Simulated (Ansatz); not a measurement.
A structure relaxed at r2SCAN-D4/def2-SVP in Ansatz, charge 0, singlet:

```xyz
22

In   -0.098    3.252    0.277
Sb    0.921    1.697   -2.030
In    1.359   -0.557    2.918
Sb   -0.801    0.959    1.826
Sb    2.207   -1.698    0.319
In    0.958   -1.150   -2.185
In   -3.082   -0.517    0.950
Sb   -1.746   -1.656   -1.437
H     1.339    3.996    0.875
H    -1.499    4.008   -0.389
H     2.505    2.145   -2.470
H     0.212    2.173   -3.503
H     2.694    0.459    3.318
H     0.783   -1.951    3.755
H    -1.419    1.700    3.235
H     3.863   -1.446    0.007
H     2.315   -3.397    0.354
H     1.582   -1.898   -3.607
H    -4.264    0.521    0.242
H    -3.334   -1.917    1.926
H    -2.621   -1.372   -2.871
H    -1.876   -3.352   -1.510
```

**Question.** Give its formula and point group.

**Answer.** In₄Sb₄H₁₄, a cluster cut from wurtzite InSb (hydrogen-capped). Point group C3v (tolerance 0.1 Å).

**Question.** Summarise the bond lengths by kind (pairs closer than 1.2 times the sum of covalent radii, bridged metal pairs left out).

**Answer.** 9 × In–Sb 2.85 to 2.96 Å; 7 × H–In 1.72 to 1.73 Å; 7 × H–Sb 1.70 to 1.71 Å.

In the def2 sets In, Sb take a core potential; there is no spin–orbit coupling.
